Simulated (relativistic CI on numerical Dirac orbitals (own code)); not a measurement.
## Sensitivity of the levels of Pm XXXVII to α and to the nuclear radius

These numbers are calculated, not measured: Dirac-Coulomb-Breit CI, separate exchange-only KLI orbitals for each configuration, derivatives by finite differences, unscaled Slater integrals, QED left out (own radial code, finite nucleus).

CI space (outside the closed core [Ne]): 3s2 3p6 3d7, 3s2 3p5 3d8, 3s2 3p4 3d9, 3s 3p6 3d8, 3p6 3d9, 3s 3p5 3d9, 3s2 3p6 3d6 4s, 3s2 3p6 3d6 4p. Levels of other configurations are missing.

With x = (α/α₀)² − 1 an excitation energy changes as ω = ω₀ + qx; K = 2q/ω₀ is the relative enhancement. Terms are leading LS components, so labels can repeat. The field-shift factor is F = δν/δ⟨r²⟩ for the transition from the lowest level.

Lowest level 3s2 3p6 3d7 4F_9/2.

```csv
Level,ω₀ (cm⁻¹),q (cm⁻¹),F (GHz/fm²)
3s2 3p6 3d7 2P_3/2,76751,1607,-0.172
3s2 3p6 3d7 2D_5/2,108924,23720,0.435
3s2 3p6 3d7 4F_7/2,192329,213200,2.79
3s2 3p6 3d7 2G_9/2,244841,198600,2.78
3s2 3p6 3d7 4F_3/2,251239,219500,2.94
3s2 3p6 3d7 4P_5/2,263043,223100,3.08
3s2 3p6 3d7 4P_1/2,277237,211000,2.66
3s2 3p6 3d7 2H_11/2,297015,201500,3.05
3s2 3p6 3d7 2G_7/2,325982,225600,3.17
3s2 3p6 3d7 2F_5/2,371146,197600,2.97
3s2 3p6 3d7 4F_5/2,439096,409900,5.42
3s2 3p6 3d7 4F_3/2,446677,368500,5.07
3s2 3p6 3d7 2D_3/2,480811,281200,4.06
3s2 3p6 3d7 2P_1/2,491794,425000,5.4
3s2 3p6 3d7 2H_9/2,494276,415500,5.79
3s2 3p6 3d7 2F_7/2,523055,397000,5.47
3s2 3p6 3d7 2D_5/2,669306,414200,6.1
3s2 3p6 3d7 2D_3/2,716502,616600,8.15
3s2 3p5 3d8 4G°_11/2,2294829,279200,11.4
3s2 3p5 3d8 2D°_5/2,2373342,280300,10.4
3s2 3p5 3d8 2F°_7/2,2376337,285500,10.2
3s2 3p5 3d8 4F°_9/2,2430188,284600,11.5
3s2 3p5 3d8 2S°_1/2,2494381,298500,11.7
```

At this charge energies of transitions that change n are usually good to better than 1 %, and those within a shell (Δn = 0) to a few per cent. Terms inside the open d or f shell come out 10 to 20 % too wide with unscaled integrals.

Problem. Which transition from the lowest level has the largest |K|?

Solution. 3s2 3p6 3d7 4F_7/2 at 192329 cm⁻¹, K = 2.22.
